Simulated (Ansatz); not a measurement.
Species: C₄H₆O, SMILES `C/C=C/C=O` (C–C–C–O torsion 0°) (charge 0, multiplicity 1).

Question: Give a relaxed geometry from B3LYP-D3(BJ)/def2-TZVP run with Ansatz (a quantum-chemistry and plane-wave program).

Answer: One answer among several that fit: the end point of this relaxation, one of several conformers (outside a Z-matrix the atoms follow the SMILES, hydrogens last).
Z-matrix (Å, degrees):
```
C
C 1 1.3352
H 2 1.0855 1 121.02
H 1 1.0867 2 117.18 3 180.00
C 2 1.4739 3 116.86 1 -180.00
O 5 1.2106 2 125.14 3 -179.99
H 5 1.1089 6 120.03 2 -179.97
C 1 1.4872 4 117.27 2 -180.00
H 8 1.0899 1 112.13 4 180.00
H 8 1.0941 9 108.67 1 -122.40
H 8 1.0941 9 108.67 10 -115.20
```
